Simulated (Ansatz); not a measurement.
`[OH][Al]([Cl])[O][SiH3]` + `N[SiH2]C=O` → `N[SiH2][Al]([OH])[Cl]` + `O=CO[SiH3]`  (redistribution)

Calculated with Ansatz (gas phase, PBE0-D4/def2-TZVP geometries, no zero-point term in ΔE). CBS: MP2 limit from def2 TZ/QZ plus the TZ coupled-cluster correction, frozen cores. DFT in def2-TZVPP. B3LYP here is the variant with VWN-RPA as its local correlation; programs differ in this. One conformer a species, not always the lowest.

`[OH][Al]([Cl])[O][SiH3]`:

Z-matrix (Å, degrees):
```
Si
O 1 1.629
H 1 1.486 2 109.9
H 1 1.486 2 110.5 3 120.5
H 1 1.486 2 109.3 3 -119.6
Al 2 1.671 1 162.1 3 -80.9
Cl 6 2.076 2 120.2 1 1.6
O 6 1.680 2 122.2 1 -178.4
H 8 0.956 6 122.8 2 0.1
```

`N[SiH2]C=O`:

Cartesian coordinates in Å:
```
N -0.998 1.068 -0.084
Si 0.557 0.403 -0.237
C 0.294 -1.442 0.232
O -0.781 -1.830 0.623
H -1.220 2.047 -0.089
H -1.709 0.495 0.343
H 1.602 0.958 0.674
H 1.119 0.472 -1.615
H 1.137 -2.169 0.154
```

`N[SiH2][Al]([OH])[Cl]`:

Z-matrix (Å, degrees):
```
Si
Al 1 2.456
N 1 1.731 2 115.3
H 1 1.490 2 109.0 3 -121.0
H 1 1.490 2 108.8 3 121.1
Cl 2 2.116 1 119.6 3 -1.4
O 2 1.691 1 122.6 3 178.6
H 3 1.009 1 118.0 2 66.2
H 3 1.009 1 117.9 2 -68.8
H 7 0.956 2 124.3 1 179.9
```

`O=CO[SiH3]`:

Z-matrix (Å, degrees):
```
Si
O 1 1.698
H 1 1.479 2 102.8
H 1 1.479 2 110.2 3 -118.2
H 1 1.479 2 110.2 3 118.2
C 2 1.330 1 117.6 3 180.0
O 6 1.198 2 124.3 1 0.0
H 6 1.099 2 111.4 1 -180.0
```

| level | ΔE (kJ/mol) |
| --- | --- |
| PBE0 | 86.8 |
| B3LYP | 106.7 |
| HF/def2-TZVPP | 125.8 |
| CCSD(T)/def2-TZVPP | 111.1 |

(1) What does CCSD(T)/CBS give? (An estimate is asked.)

Largest T1 diagnostic among the species: 0.016.

Results:

(1) Ansatz gave: +115.1 kJ/mol. The listed levels differ from it by -28.3, -8.4, 10.7, -4.0 kJ/mol.

In def2-TZVPP, CCSD(T) changes the Hartree–Fock value by −14.8 kJ/mol (the triples alone add −5.3 kJ/mol) and MP2 by −7.9 kJ/mol. From PBE to PBE0 (25 % exact exchange), in def2-TZVPP and without D4, ΔE moves by +11.0 kJ/mol.
